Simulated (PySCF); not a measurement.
Compound: C2H6BP.
SMILES with atom numbers: `[CH2:1]=[CH:2][BH:3][PH2:4]` (hydrogens: H5, H6 on C1; H7 on C2; H8 on B3; H9, H10 on P4)

Theory: PBE0-D3(BJ)/def2-SVP geometry optimisation, gas phase in PySCF 2.14.0.

(1) List the bond lengths, angles and torsions at this level.

Results:

(1) 
```
         bond  length (bohr)   order
        C1=C2          2.541  double
        C2–B3          2.925  single
        B3–P4          3.572  single
        C1–H5          2.072  single
        C1–H6          2.070  single
        C2–H7          2.075  single
        B3–H8          2.288  single
P4–H9, P4–H10          2.684  single
```

Bonds in one row agree within 0.02 bohr and their mean is given. Orders are formal, as drawn. A selection of angles:
```
    angle  degrees
 C2–C1–H5    121.7
 C2–C1–H6    122.4
 H5–C1–H6    115.9
 C1–C2–B3    124.2
 C1–C2–H7    117.1
 B3–C2–H7    118.6
 C2–B3–P4    123.7
 C2–B3–H8    120.0
 P4–B3–H8    115.8
 B3–P4–H9    103.2
B3–P4–H10    101.1
H9–P4–H10     98.5
```

Torsions: C1–C2–B3–P4 16° (synperiplanar). The mirror-image conformer, all signs reversed, is as good.

Of the pairs four or more bonds apart, P4···H5 is among the closest relative to their van der Waals radii: 2.99 Å, 100 % of the sum of Bondi's values. P4 (three-coordinate phosphorus) is pyramidal (angles 103.2°, 101.1° and 98.5°, sum 302.8°, 0.70 Å off the plane of its three neighbours). B3 (three-coordinate boron) is planar (angles 123.7°, 120.0° and 115.8°, sum 359.5°, 0.06 Å off the plane of its three neighbours).

Stationary, but not proved a minimum. One conformer, not necessarily the lowest (C1–C2–B3–P4 16°, C2–B3–P4–H 45° and 147°).

The run took 14 s on one thread of an Arm Neoverse V1, on a shared host. These figures are those of the optimisation.
